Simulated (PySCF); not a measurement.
# NMR data sheet: C5H14OSi

```yaml
Formula: C5H14OSi
SMILES: CCO[Si](C)(C)C
Point_group_of_the_computed_structure: Cs
Degrees_of_unsaturation: 0
Carbon_signals: 3
Proton_signals: 3
```

Molfile (atoms numbered from 1):
```
C5H14OSi
     RDKit          3D

 21 20  0  0  0  0  0  0  0  0999 V2000
    3.0215   -0.0311    0.8466 C   0  0  0  0  0  0  0  0  0  0  0  0
    1.8463    0.3236   -0.0519 C   0  0  0  0  0  0  0  0  0  0  0  0
    0.6657   -0.1944    0.4982 O   0  0  0  0  0  0  0  0  0  0  0  0
   -0.8661   -0.0988   -0.0621 Si  0  0  0  0  0  4  0  0  0  0  0  0
   -1.4531    1.7145   -0.1993 C   0  0  0  0  0  0  0  0  0  0  0  0
   -1.8311   -1.0531    1.2623 C   0  0  0  0  0  0  0  0  0  0  0  0
   -1.0372   -0.9065   -1.7854 C   0  0  0  0  0  0  0  0  0  0  0  0
    2.8683    0.3865    1.8380 H   0  0  0  0  0  0  0  0  0  0  0  0
    3.9433    0.3654    0.4296 H   0  0  0  0  0  0  0  0  0  0  0  0
    3.1046   -1.1108    0.9360 H   0  0  0  0  0  0  0  0  0  0  0  0
    1.7588    1.4126   -0.1485 H   0  0  0  0  0  0  0  0  0  0  0  0
    1.9982   -0.0946   -1.0543 H   0  0  0  0  0  0  0  0  0  0  0  0
   -1.3549    2.2311    0.7515 H   0  0  0  0  0  0  0  0  0  0  0  0
   -0.8701    2.2668   -0.9322 H   0  0  0  0  0  0  0  0  0  0  0  0
   -2.4939    1.7800   -0.4995 H   0  0  0  0  0  0  0  0  0  0  0  0
   -1.7218   -0.5949    2.2393 H   0  0  0  0  0  0  0  0  0  0  0  0
   -2.8882   -1.0739    1.0219 H   0  0  0  0  0  0  0  0  0  0  0  0
   -1.4884   -2.0791    1.3413 H   0  0  0  0  0  0  0  0  0  0  0  0
   -2.0668   -0.9118   -2.1282 H   0  0  0  0  0  0  0  0  0  0  0  0
   -0.4507   -0.3775   -2.5326 H   0  0  0  0  0  0  0  0  0  0  0  0
   -0.6932   -1.9370   -1.7708 H   0  0  0  0  0  0  0  0  0  0  0  0
  1  2  1  0
  2  3  1  0
  3  4  1  0
  4  5  1  0
  4  6  1  0
  4  7  1  0
  1  8  1  0
  1  9  1  0
  1 10  1  0
  2 11  1  0
  2 12  1  0
  5 13  1  0
  5 14  1  0
  5 15  1  0
  6 16  1  0
  6 17  1  0
  6 18  1  0
  7 19  1  0
  7 20  1  0
  7 21  1  0
M  END
```

[PySCF: coordinates at the GFN2-xTB level; NMR shieldings at PBE0/pcSseg-1/GIAO; non-relativistic Hamiltonian; a single conformation; one averaged value for each set of equivalent atoms; isolated molecule]

Shifts are taken against calculated references (same method and geometry level): 1H (σ = 31.72 ppm) and 13C (σ = 186.93 ppm) and 29Si (σ = 349.16 ppm) against TMS; 17O (σ = 336.08 ppm) vs H2O.

| carbon | δC, type | δH (multiplicity) | HMBC from (2–3 bonds) | span of the C tensor (ppm) |
| --- | --- | --- | --- | --- |
| C1 | 20.8, CH3 | 1.29 (t) | H11/H12 | 38 |
| C2 | 61.3, CH2 | 3.83 (q) | H8/H9/H10 | 70 |
| C5/C6/C7 | -0.2, CH3 | 0.04 (s) | H13/H14/H15/H16/H17/H18/H19/H20/H21 | 18 |

Other nuclei:
```
atoms  nucleus               environment  δ (ppm)  σ (ppm)
  Si4     29Si  silicon bonded to 3 C, O     10.8    338.3
   O3      17O    oxygen bonded to C, Si     55.3    280.8
```

- Carbon types of the structure: 1 × CH2, 4 × CH3, which accounts for all hydrogens.
- δC 61.3: sp3 CH2 bonded to O; pulled downfield by the heteroatom.
- δC 20.8: methyl carbon; aliphatic region, no heteroatom directly attached.
- δC -0.2: methyl carbon bonded to Si; an electropositive neighbour leaves it electron-rich and shielded.
- δH 3.83: hydrogen on an sp3 CH2 bonded to O; its carbon carries O, which withdraws density.
- δH 0.04: hydrogen on a methyl carbon bonded to Si; an electropositive neighbour shields it, as in TMS itself.

Shifts are as computed. Against solution values, carbons near 30 ppm lie about +3 ppm off and those near 130 ppm about +5 ppm. Of 1211 compounds with measured shifts, 218 miss one by over three times the rms of a fit or turn the order of signals round; such compounds aren't used in these exercises. Experimental scales use liquid or dissolved standards, which lie at an offset from isolated H2O (liquid H2O: subtract about 36 ppm). Multiplicities follow the n + 1 count of equivalent neighbours, as no J values were calculated; m marks all less simple cases, F and P coupling included.
